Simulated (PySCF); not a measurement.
The PySCF input:
```python
from pyscf import gto, scf, dft
from pyscf.geomopt import geometric_solver
from pyscf.hessian import thermo

mol = gto.M(
    atom='''
B    -0.000000   -0.000000   -0.702441
B     0.000000    0.000000    0.702441
''',
    basis='sto-3g',
    charge=0,
    spin=2,
    verbose=3,
)

def method(m):
    mf = dft.UKS(m)
    mf.xc = 'pbe'
    return mf

conv, mol_eq = geometric_solver.kernel(method(mol), maxsteps=100, convergence_set='GAU_TIGHT')
print('optimisation converged:', conv)
print(mol_eq.tostring(format='xyz'))
mf = method(mol_eq)
mf.kernel()
hess = mf.Hessian().kernel()
freq = thermo.harmonic_analysis(mf.mol, hess)
thermo.dump_normal_mode(mf.mol, freq)
th = thermo.thermo(mf, freq['freq_au'], 298.15, 101325)
thermo.dump_thermo(mf.mol, th)
```

Problem. What harmonic frequencies (imaginary ones negative) does PBE/STO-3G, optimisation and frequencies (PySCF) give?

Solution. 1251 cm⁻¹

Problem. What is the computed number of basis functions (PBE/STO-3G, optimisation and frequencies)?

Solution. 10

Problem. What total energy at the end of the optimisation does PBE/STO-3G, optimisation and frequencies give?

Solution. -48.6345 Eh

Problem. What is the computed nuclear repulsion energy (PBE/STO-3G, optimisation and frequencies)?

Solution. 8.4821 Eh

These values belong to the state on which the SCF converged, which isn't shown to be the lowest.
